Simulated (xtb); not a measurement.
NbF4Cl, SMILES [F][Nb]([F])([F])([F])[Cl], multiplicity 1. All values are semi-empirical tight-binding results from xtb (GFN2-xTB unless named), good for trends rather than for accurate numbers. Geometry optimised at GFN2-xTB. The multiplicity is an assumed one; no other spin state was optimised. The structure was generated by enumeration; whether it is a known compound was not checked.

Optimised geometry:

```xyz
6

Nb     0.0000     0.0000    -0.2819
F     -1.2544     1.2544    -0.5865
F      1.2544     1.2544    -0.5865
F     -1.2544    -1.2544    -0.5865
F      1.2544    -1.2544    -0.5865
Cl     0.0000     0.0000     1.9218
```
Charge 0, spin multiplicity 1.

For metal compounds this method's bond lengths and energies can be far off.

| Quantity | Value |
|---|---|
| point group as xtb finds it | C4v |
| orbital gap | 4.17 eV |
| zero-point energy | 5.1 kcal/mol |
| G − E(el) at 298.15 K (modified RRHO) | -15.4 kcal/mol |

Give the atomic charges and the Wiberg bond orders between heavy atoms. (The exact figures need the calculation; the answer reports its results.)

charges (e) Nb1 0.59, F2 -0.20, F3 -0.20, F4 -0.20, F5 -0.20, Cl6 0.20. Bond orders Nb1–F2 1.17, Nb1–F3 1.17, Nb1–F4 1.17, Nb1–F5 1.17, Nb1–Cl6 1.67.
